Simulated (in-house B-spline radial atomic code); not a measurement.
## KLI/ALDAx excitations of Si V (Si4+)

Method: KLI/ALDAx. Computed with an all-electron radial atomic-structure program (B-spline basis): linear response of the closed shell [He] 2s2 2p6 with the adiabatic LDA exchange kernel on the exchange-only KLI potential; non-relativistic, point nucleus, no spin-orbit coupling, no double excitations, S, P, D and F terms only. Only terms of natural parity with L up to 3 were computed.

Command:
```bash
python run_td.py task.json out
```
Settings (radii: box in bohr, nucleus in fm):
```
Z                        14
electrons                10
configuration            [He] 2s2 2p6
hamiltonian              nr
method                   kli
box_radius               19.1
intervals                70
```

Cost of the run: 0.2 s on 1 thread of Intel(R) Xeon(R) Platinum 8488C (Sapphire Rapids), on a shared host.

The lowest states, in the order of their Tamm-Dancoff energies; the method's threshold (minus the highest occupied level) is 168.47 eV. Labels give the largest channel, * marks a mixed state, and oscillator strengths are full-response dipole values. Semilocal kernels can invert the small singlet-triplet splittings of Rydberg terms. Energies in eV:

| state | full response | Tamm-Dancoff | oscillator strength |
| --- | --- | --- | --- |
| 2p → 3s 3P | 104.40 | 104.41 | - |
| 2p → 3s 1P | ? | ? | ? |
| 2p → 3p 3S | 112.99 | 113.04 | - |
| 2p → 3p 3D | 114.24 | 114.25 | - |
| 2p → 3p 1D | 115.09 | 115.10 | - |
| 2p → 3p 1S | 120.05 | 120.52 | - |
| 2p → 3d 3P | 126.26 | 126.28 | - |
| 2p → 3d 3F | 126.63 | 126.64 | - |
| 2p → 3d 1F | 127.16 | 127.16 | - |
| 2p → 3d 1P | ? | ? | ? |

(1) Where does 2p → 3d 1P lie?

(2) Where does 2p → 3s 1P lie?

(3) How large is the singlet-triplet splitting of 2p → 3s (P terms) in Tamm-Dancoff?

(4) What polarisabilities and dispersion coefficient does the method give?

Answers

(1) At 128.91 eV in full response, 129.01 eV in Tamm-Dancoff, oscillator strength 1.14.

(2) At 105.54 eV in full response, 105.56 eV in Tamm-Dancoff, oscillator strength 0.218.

(3) 1.15 eV, from the unrounded values.

(4) Dipole 0.1635 bohr³, quadrupole 0.1037 bohr⁵, C6 0.1207 hartree·bohr⁶ for two such species.
